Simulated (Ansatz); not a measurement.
CH3BSi, SMILES `B=C=[SiH2]` (charge 0, multiplicity 1).

Cartesian coordinates (Å):
SMILES: B=C=[SiH2]
```xyz
6

B      1.8179     0.0696     0.0883
C      0.4706     0.0178     0.0228
Si    -1.2007    -0.0461    -0.0583
H      2.9899     0.1148     0.1452
H     -2.0835     1.1420    -0.1379
H     -1.9941    -1.2981    -0.0601
```
Charge 0, spin multiplicity 1.

Frozen-core energies in cc-pVTZ from Ansatz (a first-principles code) at a geometry from PBE0-D3(BJ)/def2-TZVP; the HF reference has <S^2> = 0.00 and the T1 diagnostic is 0.016.

| level | energy (Ha) |
|---|---|
| HF | -353.14976 |
| MP2 | -353.51303 |
| CCSD | -353.53896 |

Task: Estimate the energies of CCSD(T), CCSDT and CCSDT(Q), and give each level's difference from CCSDT(Q).

Result: 
| level | energy (Ha) | difference from CCSDT(Q) (mHa) |
|---|---|---|
| MP2 | -353.51303 | 50.34 |
| CCSD | -353.53896 | 24.40 |
| CCSD(T) | -353.56083 | 2.54 |
| CCSDT | -353.56160 | 1.77 |
| CCSDT(Q) | -353.56336 | 0.00 |
